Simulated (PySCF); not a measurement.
**How methods differ on the excitation energy of Sr**

Sr [Kr] 5s2 (1S) → Sr [Kr] 4d2 (3F), as a difference of total energies. All numbers are calculated (PySCF 2.14, scalar relativity by spin-free X2C-1e, in x2c-QZVPPall (13s8p7d3f2g, 111 functions)). Correlated levels: valence: [Kr] frozen. The calculations carry no spin-orbit coupling.

| method | excitation energy (eV) |
| --- | --- |
| UHF | 4.397 |
| MP2 (valence) | 4.777 |
| SCS-MP2 (valence) | 4.972 |
| CCSD (valence) | 4.853 |

Question: How much does correlation contribute at MP2 (valence)?

Answer: 4.777 − (4.397) = 0.380 eV, measured against UHF.

A first-order spin-orbit estimate (lowest level to lowest level, LS coupling) adds -0.020 eV.

With two correlated electrons CCSD is exact in that space.
